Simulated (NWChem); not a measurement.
System: InNH2BrCl; SMILES [Br][In]([NH2])[Cl]

```xyz
6

In    -0.3064     0.4359    -0.0205
Cl     1.3973     2.0356     0.0495
Br     0.3737    -1.9369     0.0056
N     -2.2360     1.0035     0.0987
H     -2.9157     0.3410    -0.2665
H     -2.4435     1.9345    -0.2547
```
Atoms are numbered in this order, from 1.

Level: PBE0/def2-SVP with def2 effective core potentials on In (NWChem), optimised geometry, unscaled harmonic frequencies. This build's default masses of Se (78.918 u) and Br (79.917 u) are each other's, which moves their modes by up to 0.6 %. def2 effective core potentials on In; no spin-orbit coupling.

Question: List the harmonic frequencies with IR intensities, and the thermochemistry.

Answer: 
```
frequency (cm⁻¹)  IR intensity (km/mol)
----------------  ---------------------
80                                  4.8
106                                 7.0
111                                 7.3
252                                 4.5
263                                37.3
375                                49.2
419                               157.8
631                                31.1
799                                48.2
1515                               11.2
3571                               34.2
3683                               35.1
```

| Property | Value |
|---|---|
| zero-point energy | 16.9 kcal/mol |
| thermal correction to the enthalpy at 298.15 K (with zero-point energy) | 21.8 kcal/mol |
| heat capacity Cv | 19.9 cal/(mol K) |
| entropy at 298.15 K and 1 atm (symmetry number 1) | 88.1 cal/(mol K) |

Rigid rotor and harmonic oscillator; modes under 100 cm⁻¹ make the entropy uncertain.
